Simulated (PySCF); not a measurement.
The scaffold 1,3-butadien-2-yl-X carries different groups X. All species are isolated molecules in the gas phase. One relaxed conformer stands for each flexible species; it need not be the lowest. Strings in code marks are SMILES.

These are PBE-D3(BJ)/def2-TZVP (PySCF) values and carry that method's errors. Excitations are Tamm–Dancoff values on a coarser integration grid. The basis has no diffuse functions, so Rydberg states are missing or too high.

```csv
species,S1–T1 gap (TDA) (eV),LUMO (eV),S1 oscillator strength
X = methyl (`C=CC(=C)C` (C–C–C–C torsion 180°)),2.82,(withheld),0.744
X = hydroxy,2.11,-1.73,(withheld)
X = amino,1.63,-1.64,(withheld)
X = germyl (`C=C[C](=C)[GeH3]` (C–C–C–Ge torsion 0°)),2.26,-2.08,0.001
```

Task: Fill in the missing entries.

Result: 
- X = methyl (`C=CC(=C)C` (C–C–C–C torsion 180°)), LUMO (eV): -1.79
- X = hydroxy, S1 oscillator strength: 0.241
- X = amino, S1 oscillator strength: 0.140
